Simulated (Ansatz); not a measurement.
`OB(O)O` + `O[SiH2]OC[SiH3]` → `OB(O)OC[SiH3]` + `O[SiH2]O`  (redistribution)

Computed with Ansatz on PBE0-D4/def2-TZVP structures; ΔE is electronic, products minus reactants. CCSD(T)/CBS is the MP2 limit (def2-TZVPP, def2-QZVPP) plus CCSD(T) − MP2 in def2-TZVPP, frozen cores. This one scheme is used for every species. Functionals use def2-TZVPP. B3LYP here is the variant with VWN-RPA as its local correlation; programs differ in this. Each species was taken in one conformer, which may not be the lowest.

```json
{"level": "PBE-D4", "ΔE (kJ/mol)": "7.5", "difference from CCSD(T)/CBS": "1.6"}
{"level": "r2SCAN-D4", "ΔE (kJ/mol)": "6.9", "difference from CCSD(T)/CBS": "1.0"}
{"level": "PBE0-D4", "ΔE (kJ/mol)": "8.3", "difference from CCSD(T)/CBS": "2.4"}
{"level": "B3LYP-D4", "ΔE (kJ/mol)": "9.2", "difference from CCSD(T)/CBS": "3.3"}
{"level": "ωB97X-V", "ΔE (kJ/mol)": "6.9", "difference from CCSD(T)/CBS": "1.0"}
{"level": "ωB97M-V", "ΔE (kJ/mol)": "6.6", "difference from CCSD(T)/CBS": "0.7"}
{"level": "B2PLYP", "ΔE (kJ/mol)": "6.4", "difference from CCSD(T)/CBS": "0.5"}
{"level": "PBE", "ΔE (kJ/mol)": "6.1", "difference from CCSD(T)/CBS": "0.2"}
{"level": "r2SCAN", "ΔE (kJ/mol)": "6.5", "difference from CCSD(T)/CBS": "0.6"}
{"level": "PBE0", "ΔE (kJ/mol)": "7.0", "difference from CCSD(T)/CBS": "1.1"}
{"level": "B3LYP", "ΔE (kJ/mol)": "6.8", "difference from CCSD(T)/CBS": "0.9"}
{"level": "HF/def2-TZVPP", "ΔE (kJ/mol)": "9.3", "difference from CCSD(T)/CBS": "3.4"}
{"level": "MP2/def2-TZVPP", "ΔE (kJ/mol)": "5.9", "difference from CCSD(T)/CBS": "0.0"}
{"level": "SCS-MP2/def2-TZVPP", "ΔE (kJ/mol)": "6.3", "difference from CCSD(T)/CBS": "0.4"}
{"level": "CCSD/def2-TZVPP", "ΔE (kJ/mol)": "6.5", "difference from CCSD(T)/CBS": "0.6"}
{"level": "CCSD(T)/def2-TZVPP", "ΔE (kJ/mol)": "6.0", "difference from CCSD(T)/CBS": "0.1"}
{"level": "HF/def2-QZVPP", "ΔE (kJ/mol)": "9.3", "difference from CCSD(T)/CBS": "3.4"}
{"level": "MP2/def2-QZVPP", "ΔE (kJ/mol)": "5.8", "difference from CCSD(T)/CBS": "-0.1"}
{"level": "SCS-MP2/def2-QZVPP", "ΔE (kJ/mol)": "6.3", "difference from CCSD(T)/CBS": "0.4"}
{"level": "HF/CBS(def2)", "ΔE (kJ/mol)": "9.3", "difference from CCSD(T)/CBS": "3.4"}
{"level": "MP2/CBS(def2)", "ΔE (kJ/mol)": "5.8", "difference from CCSD(T)/CBS": "-0.1"}
{"level": "CCSD/CBS(def2)", "ΔE (kJ/mol)": "6.5", "difference from CCSD(T)/CBS": "0.6"}
{"level": "CCSD(T)/CBS", "ΔE (kJ/mol)": "5.9", "difference from CCSD(T)/CBS": "0"}
```

Largest T1 diagnostic among the species: 0.012.

In def2-TZVPP, CCSD(T) changes the Hartree–Fock value by −3.3 kJ/mol (the triples alone add −0.5 kJ/mol) and MP2 by −3.4 kJ/mol.
